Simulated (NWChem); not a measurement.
Species: C$_{2}$Cl$_{2}$F$_{2}$; SMILES F/C(Cl)=C(/F)Cl

Computed with NWChem. Pople sets run with spherical d functions. Coordinates come from a PBE0/def2-SVP optimisation. Static field.

Task: Order these by “anisotropy (bohr³)”, lowest first: LC-BLYP (range parameter 0.33 per bohr)/6-31+G*; B3LYP/6-31+G*; PBE/6-31+G*.

Result: LC-BLYP (range parameter 0.33 per bohr)/6-31+G* (38.4), B3LYP/6-31+G* (39.9), PBE/6-31+G* (41.2)
